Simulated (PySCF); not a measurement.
SMILES Cc1c[c]cc(C)c1, doublet (GFN2-xTB optimised geometry):

```
17

C     -2.546     0.417    -0.010
C     -1.048     0.469     0.000
C     -0.398     1.710     0.000
C      0.962     1.710     0.000
C      1.749     0.597     0.000
C      1.112    -0.646    -0.001
C      1.911    -1.914     0.015
C     -0.277    -0.682     0.000
H     -2.956     1.038     0.785
H     -2.930     0.794    -0.959
H     -2.900    -0.602     0.124
H     -0.976     2.622     0.000
H      2.827     0.657    -0.001
H      1.518    -2.622    -0.713
H      2.956    -1.721    -0.213
H      1.855    -2.380     0.999
H     -0.771    -1.645     0.000
```

Level of theory: PySCF with unrestricted CAM-B3LYP/def2-SVP.

Task: What are the frontier orbital energies (α orbitals alone; a β orbital can be the lowest empty one) and the dipole moment?

Result: HOMO-2 -8.37 eV, HOMO-1 -8.19 eV, HOMO -8.03 eV, LUMO 1.09 eV, LUMO+1 1.30 eV; dipole moment 1.22 D.

Meta-Löwdin charges at CAM-B3LYP/def2-SVP: C1 -0.29, C2 0.04, C3 -0.15, C4 -0.01, C5 -0.15, C6 0.04, C7 -0.29, C8 -0.14, H9 0.11, H10 0.11, H11 0.10, H12 0.11, H13 0.11, H14 0.11, H15 0.10, H16 0.11, H17 0.09.
